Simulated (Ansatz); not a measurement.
Stepwise reaction of `F[SiH2]C[SiH3]` with hydrogen fluoride, as a gas-phase model of exchange steps in deposition or etching. ΔE in kJ/mol.

Calculated with Ansatz (gas phase, PBE0-D4/def2-TZVP geometries, no zero-point term in ΔE). CBS: MP2 limit from def2 TZ/QZ plus the TZ coupled-cluster correction, frozen cores. This one scheme is used for every species. DFT in def2-TZVPP. B3LYP here is the variant with VWN-RPA as its local correlation; programs differ in this. Each species was taken in one conformer, which may not be the lowest.

```csv
step,reaction,PBE-D4,B3LYP-D4,ωB97M-V,CCSD(T)/CBS
1,`F[SiH2]C[SiH3]` + H–F → `F[SiH2]C[SiH2]F` + H₂,-108.8,-117.7,-118.4,-115.5
2,`F[SiH2]C[SiH2]F` + H–F → `F[SiH2]C[SiH](F)F` + H₂,-133.1,-141.8,-142.0,-137.8
```

Task: By hand: ΔE of the 2 steps together at CCSD(T)/CBS.

Result: (-115.5) + (-137.8) = -253.3 kJ/mol, or -126.7 kJ/mol a step.

In ΔE each step is lower than the one before. All are downhill at CCSD(T)/CBS. PBE-D4 differs from CCSD(T)/CBS by 4.7 to 6.7 kJ/mol a step. Isolated molecules leave out the surface, adducts and barriers. Largest T1 diagnostic: 0.012.
